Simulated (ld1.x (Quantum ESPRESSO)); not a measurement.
What the settings do to the PAW potential of Au

Base potential:

ld1.x (Quantum ESPRESSO) 7.5 input, shortened:

```
&input
   title='Au', zed=79., rel=1, dft='PBE', iswitch=3,
   config='[Xe] 4f14 5d10 5f-2 6s1 6p0'
 /
 &inputp
   pseudotype=3, lpaw=.true., tm=.true., lloc=-1, rcloc=1.80,
   nlcc=.true., new_core_ps=.true., rcore=0.75,
   which_augfun='PSQ', rmatch_augfun_nc=.true.
 /
8
6S  1  0   1.00   0.00  2.35  2.80  0.0
6S  1  0   0.00   0.40  2.35  2.80  0.0
5P  2  1   6.00   0.00  1.85  2.15  0.0
6P  3  1   0.00   0.00  1.85  2.15  0.0
5D  3  2  10.00   0.00  1.20  1.65  0.0
5D  3  2   0.00   0.10  1.20  1.65  0.0
5F  4  3  -2.00   0.30  1.90  2.40  0.0
5F  4  3  -2.00   1.55  1.90  2.40  0.0
 &test
   configts(1)='5p6 5d10 6s1 6p0'
 /
```

All-electron outer shells of the reference configuration (PBE, scalar-relativistic, ld1.x):

| shell | level (eV) | outermost node (bohr) | outermost maximum (bohr) |
| --- | --- | --- | --- |
| 5s | -108.37 | 0.48 | 0.84 |
| 4f | -81.12 | – | 0.37 |
| 5p | -59.78 | 0.52 | 0.96 |
| 5d | -6.88 | 0.56 | 1.21 |
| 6s | -5.76 | 1.11 | 2.32 |
| 6p | -0.77 | 1.32 | 3.64 |

Cutoffs, loose and tight: the cutoffs (Ry, on a coarse ladder) from which the occupation-weighted sum of valence levels, in a spherical-Bessel basis at the reference potential, stays within 10 and 1 mRy of its value at 400 Ry. They do not see the model core or the augmentation charge, which bear on the density cutoff. Test errors are all-electron minus pseudo excitation energies from the reference, over the configurations 5p6 5d10 6s0 6p0; 5p6 5d9 6s0 6p0; 5p6 5d8 6s0 6p0; 5p6 5d9 6s1 6p1; 5p6 5d10 6s0.5 6p0; 5p5 5d10 6s1 6p0; 5p6 5d9 6s1 6p0. A dash means not determined; rows that change the core or the reference have their own tests. The largest error is taken over the tests solved by every variant that gives reliable tests at all: 5p6 5d10 6s0 6p0; 5p6 5d10 6s0.5 6p0; 5p6 5d8 6s0 6p0; 5p6 5d9 6s0 6p0; 5p6 5d9 6s1 6p1.

A true bound ghost makes a file unfit for plane-wave use even where its test errors are small: the radial tests pick states by their node count and pass the ghost by.

Cutoffs are not given where the Bessel-basis levels miss the radial ones by over 6 mRy, ghosts where they miss by over 20 mRy; a channel whose overlap is not positive is not tested.

A file whose overlap is not positive is unfit for use, and its test errors describe a broken file.

```csv
change,outcome,"cutoff, loose","cutoff, tight",bound ghosts,largest test error (meV)
base,generated,40 Ry,70 Ry,s,+111
"waves 5p (bound): rcut 1.76, rcutus 1.86 bohr; 6p (bound): rcut 1.76, rcutus 1.86 bohr","generated, overlap not positive",–,–,"s (p not tested, overlap not positive)",+380
"waves 5d (bound): rcut 1.20, rcutus 1.92 bohr; 5d channel at 0.1 Ry: rcut 1.20, rcutus 1.92 bohr",generated,30 Ry,50 Ry,s,-24
reference 5p6 5d9.5 6s0 6p0,generated,40 Ry,70 Ry,s,-67
core correction Bessel-smoothed model core inside 0.64 bohr,generated,40 Ry,70 Ry,s,+113
"waves 5f channel at 0.3 Ry: rcut 1.38, rcutus 1.46 bohr; 5f channel at 1.55 Ry: rcut 1.38, rcutus 1.46 bohr",generated,40 Ry,70 Ry,s,+111
"wave 5f channel at 1.55 Ry: rcut 1.90, rcutus 2.40 bohr becomes 5f channel at 0.35 Ry: rcut 1.90, rcutus 2.40 bohr",generated,40 Ry,70 Ry,s,+111
```

What comes out with this change to the base: augmentation BESSEL, radius 0.85 bohr?

outcome: generated; cutoff, loose: 40 Ry; cutoff, tight: 70 Ry; bound ghosts: s; largest test error (meV): +42.

What comes out with this change to the base: all radii but the core radius scaled by about 0.86 (s 2.42, p 1.86, d 1.42, f 2.06 bohr, rcut 2.02/1.60/1.04/1.64); local potential all-electron potential smoothed inside 1.54 bohr (lloc = -1)?

outcome: generated, overlap not positive; bound ghosts: s (p not tested, overlap not positive); largest test error (meV): -5.9. A file whose overlap is not positive is unfit for use, and its test errors describe a broken file.
